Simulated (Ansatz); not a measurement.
Total energies of Cs₈Cl₈ (started as a model of: 2x2x4 CsCl rock-salt block) from Ansatz at PBE-D4/def2-SVP, gas phase (1 Eh = 27.2114 eV = 2625.5 kJ/mol). The reference geometry is relaxed at PBE-D4/def2-SVP.

| atom | x (Å) | y (Å) | z (Å) |
| --- | --- | --- | --- |
| Cs1 | 0.187 | 5.149 | -2.140 |
| Cl2 | 0.931 | 1.901 | -2.005 |
| Cs3 | 1.770 | -1.387 | -1.990 |
| Cl4 | 2.406 | -4.665 | -1.690 |
| Cl5 | -2.950 | 4.424 | -1.463 |
| Cs6 | -2.367 | 1.122 | -1.469 |
| Cl7 | -1.496 | -2.153 | -1.276 |
| Cs8 | -0.757 | -5.402 | -1.169 |
| Cl9 | 0.672 | 5.361 | 1.107 |
| Cs10 | 1.605 | 2.149 | 1.349 |
| Cl11 | 2.271 | -1.178 | 1.397 |
| Cs12 | 3.044 | -4.419 | 1.527 |
| Cs13 | -2.473 | 4.672 | 1.782 |
| Cl14 | -1.706 | 1.429 | 1.883 |
| Cs15 | -1.009 | -1.885 | 2.109 |
| Cl16 | -0.128 | -5.119 | 2.047 |

```json
{"state": "charge 0 singlet", "geometry": "reference", "energy (Eh)": "-3841.31158"}
{"state": "charge -1 doublet", "geometry": "reference", "energy (Eh)": "-3841.32213"}
{"state": "charge -1 doublet", "geometry": "relaxed at PBE-D4/def2-SVP", "energy (Eh)": "-3841.32249"}
{"state": "free Cs atom (doublet)", "geometry": "–", "energy (Eh)": "-20.14714"}
{"state": "free Cl atom (doublet)", "geometry": "–", "energy (Eh)": "-459.79702"}
```

In the def2 sets Cs takes a core potential; there is no spin–orbit coupling.

(1) Work out the vertical electron affinity, to the doublet.

(2) How much does the charge -1 doublet relax, and what is the adiabatic electron affinity?

(3) What is the binding energy per atom against free atoms?

(1) E(charge 0 singlet) − E(charge -1 doublet) = -3841.31158 − (-3841.32213) = 0.01055 Eh = 0.29 eV. The basis lacks diffuse functions, which makes affinities too small.

(2) Relaxation: -3841.32213 − (-3841.32249) = 0.00036 Eh = 0.01 eV. Adiabatic electron affinity: 0.01091 Eh = 0.30 eV, without zero-point energy. 

(3) Atoms: 8 × (-20.14714) + 8 × (-459.79702) = -3839.55328 Eh. Binding: -3839.55328 − (-3841.31158) = 1.75830 Eh = 47.85 eV, or 2.99 eV for each of 16 atoms (no zero-point energy, no counterpoise term).

At PBE-D4/def2-SVP the highest occupied level of the charge -1 doublet lies above zero (up to 0.45 eV). By energy differences its removal costs 0.29 eV (vertical, to the charge 0 singlet, at PBE-D4/def2-SVP); self-interaction error and the lack of diffuse functions both raise the level. At PBE-D4/def2-SVP the highest occupied level of the relaxed charge -1 doublet lies above zero (up to 0.44 eV). By energy differences its removal costs 0.30 eV (each at its own geometry, to the charge 0 singlet, at PBE-D4/def2-SVP); self-interaction error and the lack of diffuse functions both raise the level. At PBE-D4/def2-SVP the gap within one spin of the charge -1 doublet nearly closes, so an electron or hole may be smeared out by delocalisation error. At PBE-D4/def2-SVP the gap within one spin of the relaxed charge -1 doublet nearly closes, so an electron or hole may be smeared out by delocalisation error.
